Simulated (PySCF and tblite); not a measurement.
C₅H₁₂Cl₂SeSi, numbered as in [CH3:1][CH2:2][CH2:3][CH2:4][Se:5][Si:6]([CH3:7])([Cl:8])[Cl:9].

Free energies: PBE0-D3(BJ)/6-31G* on GFN2-xTB structures plus GFN2-xTB thermal terms, symmetry and mirror images included. Conformers within 3 kcal/mol (GFN2-xTB free energy) were kept, 10 at most. GIAO shieldings: PBE0/6-31G*. Shifts are against TMS (¹H), TMS (¹³C), TMS (²⁹Si), Me2Se (⁷⁷Se) at the same level. Programs: PySCF with density fitting and tblite.

Torsions listed: C1–C2–C3–C4, C2–C3–C4–Se5, C3–C4–Se5–Si6, C4–Se5–Si6–Cl8. Of a mirror pair one member is shown.

```csv
conformer,shape,weight %,dipole D
1,"178°, -62°, -63°, -36°",31.3,0.82
2,"-179°, -178°, -68°, -34°",23.8,0.90
3,"180°, -64°, -169°, -60°",16.5,0.95
4,"69°, 178°, 70°, -85°",10.0,0.90
5,"69°, 179°, -69°, -34°",7.3,0.92
```

Not shown: 5 more, 11.2 % in all.

Task: How do the computed shifts compare with measured ones?

Result: 
| nucleus | signal | leading conformer | average | measured | medium |
| --- | --- | --- | --- | --- | --- |
| ²⁹Si | Si6 | 68.6 | 70.1 | 18.4 | solution |
| ⁷⁷Se | Se5 | 21.9 | 39.8 | 5 | solution |

Measured values: U. Herzog, Habilitationsschrift, TU Bergakademie Freiberg, 2002/2003.  The computed shifts are unscaled and lack vibrational corrections. Si6: so large a gap may come from an atom such as Cl, Br, S or I beside it, whose spin–orbit effect is left out, or from a wrong assignment.


Conformer gaps in 6-31G* on xTB geometries can be 2 kcal/mol off for S=O, P=O and other polar bonds.